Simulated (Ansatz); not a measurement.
FH₇OSi₃, SMILES O[SiH2][Si@H](F)[SiH3].

Geometry optimised at PBE0-D3(BJ)/def2-SVP. The structure was generated by enumeration; whether it is a known compound was not checked. Other conformers were not sampled.

Two levels are set side by side: PBE/def2-TZVPD (Ansatz, a program for electronic structure) and PBE0/def2-TZVPD (Ansatz). Energy differences of separate SCF runs at the same geometry; the states with an electron removed or added have multiplicity 2 and 2. Differences are taken from unrounded values.

```
quantity                           PBE0   PBE  PBE minus PBE0
---------------------------------  ----  ----  --------------
vertical ionisation energy (eV)    9.58  9.31           -0.27
vertical singlet–triplet gap (eV)  4.52  4.18           -0.34
```
